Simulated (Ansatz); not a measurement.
Coupled-cluster run, C$_{3}$H$_{7}$NOSi, SMILES `C=C1O[SiH2]C1N`.

```yaml
crystal:
  periodic: [false, false, false]
  atoms:
    - {symbol: C, position_ang: [0.108980, -1.987923, -0.156577]}
    - {symbol: C, position_ang: [0.397608, -0.707633, -0.325521]}
    - {symbol: O, position_ang: [1.672975, -0.194003, -0.491503]}
    - {symbol: Si, position_ang: [1.197766, 1.371963, -0.067511]}
    - {symbol: C, position_ang: [-0.485731, 0.539819, -0.285169]}
    - {symbol: N, position_ang: [-1.593334, 0.650863, 0.619298]}
    - {symbol: H, position_ang: [0.883259, -2.743530, -0.141001]}
    - {symbol: H, position_ang: [-0.922137, -2.292245, -0.034413]}
    - {symbol: H, position_ang: [1.586472, 1.733659, 1.320754]}
    - {symbol: H, position_ang: [1.690716, 2.403890, -1.012923]}
    - {symbol: H, position_ang: [-0.827041, 0.757004, -1.304240]}
    - {symbol: H, position_ang: [-2.361770, 0.055281, 0.336987]}
    - {symbol: H, position_ang: [-1.327161, 0.378053, 1.556719]}
basis:
  gaussian: {orbitals: def2-TZVPP}
correlation: {method: ccsd_t}
output: {orbitals: {seedname: orbitals}}
```

```sh
$ ansatz run in.yaml --threads 4 --pin off --events-out ev --progress --plain
```

Output of Ansatz, abridged:

```
Functional definition: HF
1756 factors; integrals over basis functions are off by at most 9.1e-4 eV
mean field evaluation 1: about -14580.3734 eV, gradient 4.5e1 eV
mean field evaluation 2: about -14580.7704 eV, gradient 4.5e1 eV
mean field evaluation 4: about -14585.6478 eV, gradient 5.2e0 eV
mean field evaluation 8: about -14585.7361 eV, gradient 3.9e-1 eV
mean field evaluation 16: about -14585.7368 eV, gradient 1.7e-6 eV
mean field -14585.73675562 eV, -536.0159392016 hartree, gradient 1.7e-6 eV, S^2 0.000000; 0 other end points of the search recorded, 0 dependent functions left out
10 core orbitals not correlated: weight in the atoms' cores, before any rotation towards them, 1.000 or more for the frozen orbitals, at most 0.000 for the correlated occupied ones
reference -14585.73675562 eV, -536.0159392016 hartree; 17, 17 occupied and 268, 268 virtual orbitals, 1756 factors
second order -28.53154530 eV of doubles, -0.00000000 eV of singles
cycle   1  -28.72760638 eV  change   -2.0e-1 eV  update   1.2e-1
cycle   2  -29.44732289 eV  change   -7.2e-1 eV  update   3.6e-2
cycle   3  -29.61760875 eV  change   -1.7e-1 eV  update   1.8e-2
cycle   4  -29.60517106 eV  change    1.2e-2 eV  update   4.7e-3
cycle   5  -29.60352620 eV  change    1.6e-3 eV  update   2.1e-3
cycle   6  -29.60468814 eV  change   -1.2e-3 eV  update   6.3e-4
cycle   7  -29.60428990 eV  change    4.0e-4 eV  update   2.3e-4
cycle   8  -29.60422323 eV  change    6.7e-5 eV  update   7.9e-5
cycle   9  -29.60425292 eV  change   -3.0e-5 eV  update   3.3e-5
perturbative correction -1.29669014 eV, -0.0476524838 hartree
Total energy: -14616.63769868 eV, -537.1515279138 hartree
```

Run time 14 min (4 threads of a server CPU on a shared host); peak host memory 3.9 GiB.

The correlation energy is -30.901 eV, 4.2 % of it from (T); the T1 diagnostic reads 0.0123.
